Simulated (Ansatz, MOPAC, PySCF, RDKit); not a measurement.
Pair of molecules: H2O (SMILES O) (first 3 atoms) with CH3F (SMILES CF); geometry from B3LYP-D3(BJ)/def2-TZVP, rigid monomers moved along the line of their centres of mass till H3···F5 is 3.60 Å.
(charge 0, multiplicity 1):
| atom | x (Å) | y (Å) | z (Å) |
|---|---|---|---|
| O | -0.1214 | -0.0633 | 0.5828 |
| H | 0.0078 | 0.6366 | -0.0644 |
| H | -0.4799 | 0.3723 | 1.3672 |
| C | 0.5062 | -0.1911 | 5.4039 |
| F | -0.4295 | 0.7480 | 4.9451 |
| H | -0.0255 | -0.9441 | 5.9844 |
| H | 0.9885 | -0.6401 | 4.5371 |
| H | 1.2321 | 0.3307 | 6.0264 |

Interaction energies are E(AB) − E(A) − E(B) at the monomers' geometry in the complex; basis-set methods are counterpoise corrected. Rows marked so take none. RDKit's UFF carries no charges.

Correlated levels freeze the cores. Rows in 6-311+G**, 6-31G* carry no dispersion term and start afresh at each structure (6-31G* with six Cartesian d functions). The state reached by PM6 isn't checked.

Codes used: Ansatz (a quantum-chemistry and plane-wave program); MOPAC for PM6 (differences of heats of formation); PySCF for 6-311+G** rows, 6-31G* rows, the dispersion terms; RDKit for the force fields. Values without a source in brackets are computed.

```json
[
 {"level": "UFF", "interaction energy (kcal/mol)": "-0.18"},
 {"level": "PM6", "interaction energy (kcal/mol)": "-0.63"},
 {"level": "HF/aug-cc-pVTZ", "interaction energy (kcal/mol)": "-0.95"},
 {"level": "PBE-D4/def2-TZVPPD", "interaction energy (kcal/mol)": "-0.98"},
 {"level": "r2SCAN-D3(BJ)/def2-TZVPPD", "interaction energy (kcal/mol)": "-0.94"},
 {"level": "r2SCAN-D4/def2-TZVPPD", "interaction energy (kcal/mol)": "-0.94"},
 {"level": "B3LYP/6-31G* (no counterpoise)", "interaction energy (kcal/mol)": "?"},
 {"level": "B3LYP/6-311+G** (no counterpoise)", "interaction energy (kcal/mol)": "-0.98"},
 {"level": "CCSD(T)/aug-cc-pVDZ", "interaction energy (kcal/mol)": "-0.95"}
]
```

Question: Complete the blanks.

Answer: 
- B3LYP/6-31G* (no counterpoise), interaction energy (kcal/mol): -0.88
